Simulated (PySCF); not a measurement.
Mg(H)(GeH3) (GeH4Mg), SMILES [GeH3][MgH].

Geometry: B3LYP-D3(BJ)/def2-TZVP.

The numbers are results of IEF-PCM-PBE0/def2-SVP (PySCF), not measurements.

The values are the electrostatic part of the solvation free energy, E(continuum) − E(gas) at the gas-phase geometry, in a cavity of scaled van der Waals radii (PySCF's table); cavitation and dispersion terms are not included. A continuum can't describe solvent molecules that bind to the metal. In vacuum the orbital gap is 5.90 eV. The dipole moment in vacuum is 0.76 D.

```
solvent             ε  ΔG(elec) (kcal/mol)  dipole (D)  gap (eV)
--------------  -----  -------------------  ----------  --------
water           78.36                -11.4        1.28      6.50
ethylethanoate   5.99                 -8.5        1.13      6.35
1-octanol        9.86                 -9.6        1.19      6.41
```
